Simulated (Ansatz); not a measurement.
C3H6BN can be A, `NBC1C=C1`, or B, `CB1N=C1C`.

Calculated with Ansatz (gas phase, PBE0-D4/def2-TZVP geometries, no zero-point term in ΔE). CBS: MP2 limit from def2 TZ/QZ plus the TZ coupled-cluster correction, frozen cores. DFT in def2-TZVPP. B3LYP here is the variant with VWN-RPA as its local correlation; programs differ in this. Each species was taken in one conformer, which may not be the lowest.

Task: Which isomer does CCSD(T)/CBS put lower? Give the gap. (Estimate.)

Result: Computed: B, by 77.7 kJ/mol.

Task: Give E(B) − E(A) in kJ/mol with MP2/def2-TZVPP, B2PLYP, B3LYP-D4, r2SCAN-D4, PBE-D4, B3LYP, BLYP-D4. (Estimate.)

Result: Computed: MP2/def2-TZVPP -80.0, B2PLYP -86.0, B3LYP-D4 -85.5, r2SCAN-D4 -88.7, PBE-D4 -82.2, B3LYP -86.9, BLYP-D4 -81.8. None reverses the order clearly.

Task: Does the order hold for the free energy at 298.15 K (harmonic terms from PBE0-D4)? (Best estimate.)

Result: Ansatz gave: Yes: G(B) − G(A) = -81.9 kJ/mol, for one conformer each. Modes under 60 cm⁻¹, often nearly free rotors, make the harmonic entropy too high.

Largest T1 diagnostic: 0.011.

From BLYP to BHLYP (50 % exact exchange), in def2-TZVPP and without D4, E(B) − E(A) moves by −9.2 kJ/mol. At CCSD(T), def2-SVP lies −10.7 kJ/mol from the extrapolated value and def2-TZVPP −4.9 kJ/mol.
